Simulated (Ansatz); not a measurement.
Relaxation of the cluster Cd₉Te₈⁺ with UKS PBE-D4/def2-SVP.

```sh
$ ansatz run in.yaml --threads 2 --pin off --events-out ev --progress --plain --max-ram 32768MiB --backend cuda --devices 0, --max-vram 18GiB
```

```yaml
crystal:
  periodic: [false, false, false]
  atoms:
    - {symbol: Cd, position_ang: [-3.905280, -1.388550, 1.614270]}
    - {symbol: Cd, position_ang: [-2.226840, 0.755230, 2.980770]}
    - {symbol: Cd, position_ang: [1.424620, -1.739530, -2.977600]}
    - {symbol: Cd, position_ang: [0.562160, -0.266850, 1.815580]}
    - {symbol: Cd, position_ang: [1.578560, -3.529740, 1.176070]}
    - {symbol: Cd, position_ang: [1.879670, 4.298950, -1.383460]}
    - {symbol: Cd, position_ang: [-5.336780, 0.257120, -0.864880]}
    - {symbol: Cd, position_ang: [-3.765280, 1.899900, -2.810220]}
    - {symbol: Cd, position_ang: [-0.007930, -3.815150, -1.303090]}
    - {symbol: Te, position_ang: [1.127250, 2.560470, 1.504790]}
    - {symbol: Te, position_ang: [3.710260, 2.571620, 0.709540]}
    - {symbol: Te, position_ang: [-1.443560, -0.188790, -0.525720]}
    - {symbol: Te, position_ang: [0.166640, 1.993700, -1.086290]}
    - {symbol: Te, position_ang: [4.609350, 0.107070, 1.317420]}
    - {symbol: Te, position_ang: [2.687370, -1.163930, -0.106170]}
    - {symbol: Te, position_ang: [-0.005070, -2.618440, 3.108960]}
    - {symbol: Te, position_ang: [-1.055140, 0.266930, -3.169970]}
basis:
  gaussian: {orbitals: def2-SVP, fitting: {mean_field: def2-universal-jkfit}}
total_charge: 1
magnetization: {spin_polarized: true, initial_magnetization: 1}
hamiltonian: {xc: pbe, dispersion: d4}
scf: {lower_state_search: "off"}
output: {orbitals: {seedname: orbitals}}
relax: {f_tol: 0.03, max_steps: 70}
```

It took 5.5 min on 2 threads of AMD EPYC 7R13 on a shared host and a share (18 GiB) of an NVIDIA H100 80GB HBM3, peak host memory 1.2 GiB.

Positions (Å) and forces (eV/Å) at steps 1, 2, 3, 4, 5, 6, 7, 8, 9, 10, 11, 12, 13, 14, 15, 16, 17 of 43:

```xyz
17
step=1 energy=-99430.7758 eV
Cd   -3.905   -1.389    1.614   -0.126   -0.057   -0.092
Cd   -2.227    0.755    2.981    0.134    0.022   -0.101
Cd    1.425   -1.740   -2.978   -0.076    0.089   -0.104
Cd    0.562   -0.267    1.816    0.341   -0.110    0.068
Cd    1.579   -3.530    1.176    0.077    0.161   -0.347
Cd    1.880    4.299   -1.383    0.224    0.470   -0.307
Cd   -5.337    0.257   -0.865    0.086   -0.082    0.152
Cd   -3.765    1.900   -2.810    0.118   -0.051   -0.016
Cd   -0.008   -3.815   -1.303    0.091   -0.024    0.163
Te    1.127    2.560    1.505   -0.834    0.158    1.560
Te    3.710    2.572    0.710    1.044    0.347   -0.340
Te   -1.444   -0.189   -0.526   -0.803   -0.989    0.848
Te    0.167    1.994   -1.086    0.140    0.790   -0.584
Te    4.609    0.107    1.317    0.813   -0.187    0.756
Te    2.687   -1.164   -0.106   -0.445   -0.331   -0.736
Te   -0.005   -2.618    3.109   -0.447    0.073    0.573
Te   -1.055    0.267   -3.170   -0.337   -0.280   -1.493
17
step=2 energy=-99431.3391 eV
Cd   -3.935   -1.410    1.625   -0.080    0.005   -0.107
Cd   -2.198    0.743    2.955    0.112    0.034   -0.128
Cd    1.393   -1.734   -3.024   -0.133    0.134   -0.018
Cd    0.618   -0.293    1.832    0.261    0.078   -0.086
Cd    1.561   -3.475    1.169   -0.172    0.321    0.016
Cd    1.926    4.368   -1.399    0.148    0.166   -0.125
Cd   -5.319    0.248   -0.843    0.117   -0.052    0.134
Cd   -3.758    1.885   -2.815    0.126   -0.130    0.023
Cd    0.002   -3.811   -1.291   -0.026   -0.016    0.131
Te    1.069    2.604    1.690    0.160   -0.321   -0.217
Te    3.821    2.605    0.696   -0.104   -0.520    0.388
Te   -1.519   -0.296   -0.515    0.097    0.011   -0.416
Te    0.145    2.080   -1.152   -0.307   -0.221    0.276
Te    4.706    0.068    1.411   -0.281    0.321   -0.125
Te    2.679   -1.179   -0.197    0.233    0.129   -0.003
Te   -0.067   -2.607    3.191   -0.030    0.054   -0.025
Te   -1.124    0.204   -3.334   -0.122    0.005    0.282
17
step=3 energy=-99431.5797 eV
Cd   -3.909   -1.448    1.604   -0.077    0.030   -0.074
Cd   -2.122    0.732    2.852    0.047    0.049   -0.096
Cd    1.342   -1.686   -3.028   -0.066    0.099    0.005
Cd    0.702   -0.311    1.760    0.167    0.113   -0.015
Cd    1.501   -3.295    1.177   -0.032    0.123   -0.075
Cd    1.953    4.304   -1.403    0.089    0.080   -0.101
Cd   -5.281    0.227   -0.794    0.125   -0.044    0.121
Cd   -3.753    1.862   -2.783    0.087   -0.123    0.046
Cd   -0.055   -3.740   -1.249   -0.058   -0.008    0.103
Te    1.062    2.541    1.694   -0.033   -0.173   -0.090
Te    3.805    2.539    0.785   -0.006   -0.105    0.194
Te   -1.500   -0.395   -0.582    0.022   -0.040   -0.224
Te    0.063    2.057   -1.113   -0.089   -0.084    0.186
Te    4.711    0.048    1.478   -0.119    0.122    0.046
Te    2.771   -1.121   -0.268    0.050   -0.133   -0.020
Te   -0.128   -2.518    3.224    0.020    0.077   -0.121
Te   -1.162    0.204   -3.354   -0.126    0.016    0.114
17
step=4 energy=-99431.7783 eV
Cd   -3.872   -1.485    1.610   -0.047    0.064   -0.025
Cd   -2.027    0.772    2.685   -0.030    0.077   -0.029
Cd    1.248   -1.643   -2.998    0.069    0.089    0.063
Cd    0.845   -0.270    1.643    0.130    0.019   -0.002
Cd    1.466   -3.184    1.110    0.091   -0.134   -0.120
Cd    2.013    4.222   -1.448   -0.005   -0.023   -0.062
Cd   -5.206    0.199   -0.675    0.115   -0.027    0.089
Cd   -3.732    1.811   -2.694    0.016   -0.087    0.078
Cd   -0.180   -3.710   -1.210   -0.083   -0.022    0.037
Te    1.013    2.533    1.716   -0.217   -0.008   -0.016
Te    3.788    2.564    0.971    0.061    0.050    0.045
Te   -1.482   -0.523   -0.671   -0.038   -0.050   -0.035
Te    0.002    2.017   -1.064    0.068    0.055    0.008
Te    4.611    0.065    1.636    0.036   -0.026    0.138
Te    2.902   -1.183   -0.337   -0.018   -0.042   -0.159
Te   -0.169   -2.391    3.116   -0.091    0.062   -0.013
Te   -1.220    0.205   -3.390   -0.055    0.006    0.003
17
step=5 energy=-99431.9272 eV
Cd   -3.848   -1.474    1.666   -0.005    0.073    0.010
Cd   -1.984    0.848    2.589   -0.061    0.076    0.006
Cd    1.242   -1.571   -2.937    0.128    0.084    0.116
Cd    0.960   -0.241    1.565    0.141   -0.080   -0.041
Cd    1.487   -3.181    1.013    0.053    0.002   -0.091
Cd    2.072    4.142   -1.518   -0.005    0.024   -0.095
Cd   -5.130    0.183   -0.540    0.080   -0.003    0.056
Cd   -3.700    1.747   -2.582   -0.022   -0.051    0.078
Cd   -0.282   -3.694   -1.210   -0.079   -0.042   -0.014
Te    0.899    2.555    1.702   -0.175   -0.045    0.024
Te    3.735    2.560    1.116    0.143    0.094    0.079
Te   -1.483   -0.591   -0.708    0.025   -0.028    0.028
Te   -0.016    1.993   -1.090   -0.014   -0.045   -0.021
Te    4.554    0.067    1.791   -0.017    0.014    0.103
Te    3.013   -1.189   -0.391   -0.177   -0.129   -0.064
Te   -0.257   -2.326    2.952    0.001    0.062   -0.118
Te   -1.262    0.171   -3.418   -0.016   -0.006   -0.055
17
step=6 energy=-99432.1018 eV
Cd   -3.826   -1.427    1.730    0.039    0.059    0.083
Cd   -1.954    0.933    2.532   -0.042    0.070    0.008
Cd    1.288   -1.482   -2.850    0.038    0.095    0.060
Cd    1.083   -0.248    1.497    0.110    0.105    0.054
Cd    1.477   -3.190    0.901   -0.062   -0.105   -0.033
Cd    2.096    4.095   -1.602    0.066    0.192   -0.207
Cd   -5.056    0.181   -0.420    0.024    0.010    0.025
Cd   -3.671    1.685   -2.482    0.005   -0.021    0.043
Cd   -0.380   -3.706   -1.254   -0.077   -0.087   -0.048
Te    0.818    2.535    1.694   -0.113    0.012    0.022
Te    3.729    2.628    1.257    0.060   -0.120    0.181
Te   -1.466   -0.670   -0.724    0.097    0.015    0.012
Te   -0.030    1.954   -1.118   -0.185   -0.259    0.025
Te    4.465    0.101    1.911    0.016    0.099    0.114
Te    3.048   -1.236   -0.410    0.059   -0.023   -0.231
Te   -0.327   -2.267    2.780   -0.076   -0.014   -0.071
Te   -1.292    0.116   -3.444    0.041   -0.028   -0.038
17
step=7 energy=-99432.2440 eV
Cd   -3.796   -1.356    1.813    0.084    0.051    0.164
Cd   -1.933    1.033    2.499   -0.073    0.010    0.000
Cd    1.324   -1.396   -2.775   -0.040    0.107   -0.023
Cd    1.230   -0.215    1.490    0.166   -0.037    0.128
Cd    1.432   -3.212    0.782    0.027    0.104   -0.128
Cd    2.098    4.116   -1.731   -0.142   -0.230    0.162
Cd   -4.987    0.177   -0.323   -0.037    0.010   -0.005
Cd   -3.633    1.626   -2.401    0.033    0.025    0.008
Cd   -0.486   -3.762   -1.328   -0.043   -0.139   -0.075
Te    0.716    2.544    1.696    0.024    0.046   -0.063
Te    3.696    2.644    1.410   -0.082    0.039   -0.063
Te   -1.417   -0.770   -0.730    0.129    0.097    0.115
Te   -0.055    1.893   -1.119    0.029   -0.072   -0.014
Te    4.408    0.109    2.030   -0.054    0.068    0.109
Te    3.123   -1.263   -0.474   -0.105   -0.153   -0.022
Te   -0.416   -2.217    2.613   -0.024    0.112   -0.179
Te   -1.303    0.051   -3.455    0.108   -0.037   -0.114
17
step=8 energy=-99432.4349 eV
Cd   -3.774   -1.280    1.916    0.065    0.082    0.161
Cd   -1.935    1.114    2.492   -0.082   -0.007   -0.016
Cd    1.344   -1.337   -2.753   -0.069    0.134   -0.033
Cd    1.361   -0.180    1.557    0.178   -0.030    0.187
Cd    1.391   -3.192    0.659    0.011    0.065   -0.121
Cd    2.053    4.058   -1.737   -0.119   -0.186    0.139
Cd   -4.956    0.174   -0.275   -0.023   -0.026    0.000
Cd   -3.584    1.594   -2.358    0.061    0.024   -0.009
Cd   -0.543   -3.843   -1.424   -0.041   -0.163   -0.078
Te    0.664    2.564    1.686    0.035   -0.007   -0.032
Te    3.666    2.665    1.470   -0.040    0.163   -0.105
Te   -1.352   -0.831   -0.703    0.043   -0.016    0.186
Te   -0.070    1.816   -1.111    0.031   -0.027   -0.045
Te    4.366    0.132    2.101   -0.043   -0.001    0.179
Te    3.134   -1.293   -0.502   -0.030   -0.121   -0.147
Te   -0.483   -2.150    2.447   -0.098    0.122   -0.133
Te   -1.282   -0.011   -3.464    0.122   -0.006   -0.131
17
step=9 energy=-99432.6492 eV
Cd   -3.764   -1.182    2.047    0.067    0.102    0.163
Cd   -1.938    1.209    2.467   -0.104   -0.056   -0.017
Cd    1.350   -1.248   -2.733   -0.083    0.188   -0.035
Cd    1.525   -0.169    1.659   -0.067   -0.100    0.144
Cd    1.328   -3.157    0.512    0.033    0.079   -0.107
Cd    2.006    3.990   -1.750   -0.093   -0.159    0.122
Cd   -4.906    0.157   -0.222   -0.033   -0.041   -0.033
Cd   -3.520    1.554   -2.312    0.071    0.037   -0.011
Cd   -0.617   -3.940   -1.539   -0.016   -0.179   -0.054
Te    0.620    2.553    1.678    0.095   -0.035   -0.049
Te    3.652    2.718    1.545   -0.049    0.170   -0.124
Te   -1.306   -0.925   -0.689   -0.110   -0.067    0.285
Te   -0.090    1.718   -1.103    0.038    0.071   -0.063
Te    4.327    0.180    2.209    0.145    0.022    0.210
Te    3.165   -1.316   -0.569   -0.116   -0.162   -0.111
Te   -0.570   -2.070    2.294    0.028    0.128   -0.157
Te   -1.262   -0.071   -3.493    0.194    0.003   -0.165
17
step=10 energy=-99432.8397 eV
Cd   -3.756   -1.067    2.204   -0.089    0.107    0.072
Cd   -1.961    1.268    2.435   -0.014    0.039    0.001
Cd    1.308   -1.105   -2.732   -0.058    0.212    0.122
Cd    1.643   -0.190    1.785   -0.029   -0.083   -0.072
Cd    1.278   -3.145    0.388    0.039   -0.062   -0.141
Cd    1.964    3.930   -1.742   -0.076   -0.173    0.120
Cd   -4.873    0.107   -0.221    0.004   -0.063   -0.026
Cd   -3.436    1.536   -2.295    0.044    0.022    0.038
Cd   -0.662   -4.078   -1.626    0.014   -0.107    0.008
Te    0.629    2.518    1.656    0.014   -0.061    0.017
Te    3.656    2.807    1.575    0.032   -0.210   -0.038
Te   -1.343   -1.042   -0.599    0.027    0.289   -0.235
Te   -0.120    1.667   -1.106   -0.023   -0.156   -0.078
Te    4.359    0.257    2.359    0.040    0.373    0.055
Te    3.146   -1.381   -0.655   -0.104   -0.067   -0.088
Te   -0.622   -1.999    2.149    0.049   -0.027    0.180
Te   -1.209   -0.083   -3.577    0.131   -0.032    0.065
17
step=11 energy=-99432.9751 eV
Cd   -3.786   -0.954    2.313   -0.081    0.075    0.002
Cd   -1.984    1.323    2.429    0.087    0.033    0.013
Cd    1.292   -0.923   -2.697    0.163    0.049    0.154
Cd    1.723   -0.238    1.782    0.008   -0.114   -0.120
Cd    1.241   -3.171    0.288   -0.177   -0.052    0.050
Cd    1.933    3.812   -1.706    0.016   -0.065    0.066
Cd   -4.853    0.038   -0.242   -0.009   -0.088   -0.007
Cd   -3.380    1.533   -2.267   -0.085    0.095    0.044
Cd   -0.700   -4.164   -1.660    0.016   -0.085    0.022
Te    0.640    2.456    1.652   -0.138   -0.021   -0.021
Te    3.664    2.849    1.586   -0.033    0.230   -0.190
Te   -1.356   -1.047   -0.617   -0.079   -0.025   -0.070
Te   -0.153    1.590   -1.118    0.089    0.148    0.057
Te    4.381    0.411    2.475    0.096   -0.124    0.172
Te    3.138   -1.466   -0.731    0.034    0.022   -0.027
Te   -0.633   -1.968    2.130    0.170   -0.067   -0.025
Te   -1.168   -0.080   -3.618   -0.079   -0.011   -0.119
17
step=12 energy=-99433.0729 eV
Cd   -3.811   -0.846    2.377   -0.067    0.067   -0.084
Cd   -1.952    1.358    2.474    0.055   -0.028    0.011
Cd    1.316   -0.751   -2.610    0.020   -0.026    0.079
Cd    1.798   -0.278    1.686    0.174   -0.002   -0.053
Cd    1.173   -3.222    0.226   -0.071    0.036    0.009
Cd    1.945    3.746   -1.687    0.091    0.028    0.019
Cd   -4.865   -0.086   -0.286    0.042   -0.071    0.007
Cd   -3.379    1.574   -2.232   -0.103    0.039    0.051
Cd   -0.753   -4.281   -1.655    0.010   -0.044    0.008
Te    0.633    2.430    1.640   -0.053   -0.075    0.001
Te    3.666    2.919    1.576    0.071    0.017   -0.077
Te   -1.386   -1.078   -0.655   -0.039    0.027   -0.107
Te   -0.183    1.592   -1.114   -0.003    0.074    0.085
Te    4.391    0.518    2.608   -0.173    0.037   -0.025
Te    3.177   -1.586   -0.774   -0.099    0.023    0.065
Te   -0.610   -1.951    2.089    0.118   -0.058    0.000
Te   -1.160   -0.060   -3.664    0.027   -0.043    0.012
17
step=13 energy=-99433.1514 eV
Cd   -3.831   -0.729    2.315   -0.042    0.057   -0.066
Cd   -1.871    1.338    2.513    0.008   -0.074    0.007
Cd    1.304   -0.654   -2.504   -0.064   -0.050   -0.014
Cd    1.902   -0.317    1.630    0.033    0.066    0.021
Cd    1.078   -3.266    0.160   -0.011    0.061    0.024
Cd    2.001    3.703   -1.675    0.119    0.067    0.009
Cd   -4.877   -0.265   -0.368    0.057   -0.047   -0.019
Cd   -3.425    1.609   -2.164   -0.076   -0.003    0.038
Cd   -0.828   -4.375   -1.657   -0.012   -0.034   -0.027
Te    0.668    2.383    1.644   -0.077   -0.041   -0.044
Te    3.713    3.014    1.542    0.115   -0.003   -0.033
Te   -1.416   -1.084   -0.703   -0.017    0.026   -0.043
Te   -0.212    1.624   -1.087   -0.031    0.028    0.151
Te    4.368    0.655    2.697   -0.077    0.017   -0.035
Te    3.156   -1.658   -0.746   -0.011   -0.003   -0.036
Te   -0.561   -1.943    2.062    0.031   -0.018    0.047
Te   -1.168   -0.035   -3.659    0.057   -0.050    0.019
17
step=14 energy=-99433.2092 eV
Cd   -3.883   -0.624    2.229   -0.058    0.030   -0.033
Cd   -1.811    1.273    2.536    0.014   -0.048   -0.018
Cd    1.258   -0.650   -2.456    0.003   -0.026   -0.024
Cd    1.937   -0.304    1.594    0.032    0.043    0.076
Cd    1.020   -3.236    0.137    0.033    0.090    0.014
Cd    2.084    3.682   -1.650    0.085    0.025    0.028
Cd   -4.867   -0.435   -0.472    0.045   -0.037   -0.012
Cd   -3.476    1.619   -2.097   -0.034   -0.005    0.024
Cd   -0.866   -4.421   -1.669    0.009   -0.038   -0.020
Te    0.687    2.381    1.655   -0.090   -0.059   -0.026
Te    3.778    3.061    1.511    0.137   -0.027    0.011
Te   -1.435   -1.077   -0.708   -0.023    0.063    0.007
Te   -0.224    1.658   -1.035   -0.031    0.014    0.091
Te    4.366    0.714    2.725   -0.085    0.036   -0.090
Te    3.156   -1.683   -0.764   -0.093   -0.015   -0.040
Te   -0.536   -1.933    2.094    0.038    0.011    0.007
Te   -1.187   -0.025   -3.631    0.019   -0.059    0.004
17
step=15 energy=-99433.2684 eV
Cd   -3.993   -0.520    2.162   -0.031    0.053   -0.015
Cd   -1.771    1.187    2.517   -0.038   -0.063   -0.034
Cd    1.223   -0.625   -2.456   -0.064    0.041   -0.077
Cd    1.977   -0.302    1.623   -0.047   -0.007    0.006
Cd    0.975   -3.171    0.134   -0.031    0.009   -0.016
Cd    2.195    3.650   -1.604    0.066    0.009    0.022
Cd   -4.841   -0.606   -0.572    0.050   -0.005   -0.002
Cd   -3.530    1.627   -2.031   -0.019   -0.006    0.020
Cd   -0.862   -4.470   -1.675    0.017   -0.085   -0.036
Te    0.700    2.352    1.663   -0.081    0.031   -0.011
Te    3.870    3.105    1.485    0.057   -0.018    0.016
Te   -1.453   -1.049   -0.694   -0.033    0.084    0.001
Te   -0.239    1.700   -0.990   -0.017   -0.056    0.029
Te    4.377    0.753    2.712    0.041    0.002   -0.029
Te    3.104   -1.681   -0.800    0.160    0.007    0.004
Te   -0.507   -1.906    2.132    0.004    0.034    0.103
Te   -1.225   -0.044   -3.606   -0.035   -0.031    0.018
17
step=16 energy=-99433.3321 eV
Cd   -4.137   -0.390    2.121   -0.031    0.035   -0.040
Cd   -1.769    1.098    2.462   -0.043   -0.049   -0.037
Cd    1.185   -0.595   -2.459    0.154   -0.029    0.038
Cd    2.000   -0.286    1.620   -0.040   -0.030    0.006
Cd    0.933   -3.079    0.100    0.101    0.153    0.041
Cd    2.309    3.602   -1.552    0.040   -0.011   -0.003
Cd   -4.804   -0.739   -0.651    0.023    0.012    0.043
Cd   -3.579    1.647   -1.960   -0.016    0.010    0.009
Cd   -0.825   -4.565   -1.700   -0.020   -0.181   -0.105
Te    0.677    2.350    1.671    0.018    0.035    0.043
Te    3.951    3.115    1.473   -0.013    0.032    0.030
Te   -1.479   -1.021   -0.662   -0.020    0.053   -0.005
Te   -0.252    1.716   -0.952    0.009   -0.015   -0.059
Te    4.406    0.759    2.694    0.048   -0.045   -0.015
Te    3.137   -1.655   -0.835   -0.181    0.038   -0.024
Te   -0.468   -1.877    2.202    0.060    0.013    0.035
Te   -1.284   -0.080   -3.569   -0.088   -0.023    0.044
17
step=17 energy=-99433.3889 eV
Cd   -4.265   -0.278    2.075    0.004    0.040   -0.014
Cd   -1.770    1.010    2.388   -0.013   -0.010   -0.049
Cd    1.174   -0.574   -2.489   -0.066    0.088   -0.075
Cd    2.001   -0.268    1.641   -0.038    0.019    0.036
Cd    0.897   -2.980    0.073   -0.177   -0.019   -0.024
Cd    2.426    3.565   -1.516   -0.005   -0.058    0.026
Cd   -4.773   -0.821   -0.695   -0.015    0.006    0.027
Cd   -3.628    1.675   -1.895   -0.022    0.039    0.007
Cd   -0.751   -4.736   -1.749    0.087    0.072    0.074
Te    0.672    2.365    1.685   -0.011   -0.021   -0.032
Te    4.002    3.127    1.485   -0.044   -0.017    0.052
Te   -1.497   -0.990   -0.632   -0.003   -0.134   -0.055
Te   -0.247    1.738   -0.942    0.088    0.024   -0.012
Te    4.439    0.739    2.665    0.033    0.012   -0.047
Te    3.092   -1.597   -0.862    0.140   -0.008    0.020
Te   -0.418   -1.854    2.278    0.071   -0.023    0.035
Te   -1.356   -0.121   -3.511   -0.028   -0.010    0.031
```

In the def2 sets Cd, Te take a core potential; there is no spin–orbit coupling. Single mean-field runs in def2-SVP are fitted with def2-universal-jkfit. Another isomer (doublet) lies 2.65 eV lower at PBE0-D4/def2-SVP; other spin states weren't run for this one.
